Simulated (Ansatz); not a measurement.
Consider the redistribution: `[F][SnH2][Br]` + `OBCCl` → `[F][SnH]([Cl])[Br]` + `CBO`.

Calculated with Ansatz (gas phase, PBE0-D4/def2-TZVP geometries, no zero-point term in ΔE). CCSD(T)/CBS is the MP2 limit (def2-TZVPP, def2-QZVPP) plus CCSD(T) − MP2 in def2-TZVPP, frozen cores. DFT in def2-TZVPP. def2 core potentials past Kr. For Br, Sn outer-core shells are correlated without core-valence functions, which leaves a few kJ/mol of doubt a bond. Scalar relativity is left out up to krypton. One conformer a species, not always the lowest.

CCSD(T)/CBS gives -1.53 eV.

(1) Another level gave -1.51 eV. Which?
A. PBE-QIDH/def2-TZVPP
B. revPBE-D4/def2-TZVPP
C. BHLYP-D4/def2-TZVPP
D. revPBE/def2-TZVPP

Largest T1 diagnostic among the species: 0.012.

Results:

(1) A. PBE-QIDH -1.51, revPBE -1.47, BHLYP-D4 -1.56, revPBE-D4 -1.42 eV.

From PBE to PBE0 (25 % exact exchange), in def2-TZVPP and without D4, ΔE moves by −0.03 eV. In def2-TZVPP, CCSD(T) changes the Hartree–Fock value by +0.12 eV (the triples alone add +0.01 eV) and MP2 by +0.06 eV. Leaving LDA and LC-ωPBE aside and taking each functional with its dispersion term where it has one, the values spread over 0.13 eV, from BHLYP-D4 to revPBE-D4. LDA lies +0.11 eV from PBE without D4.
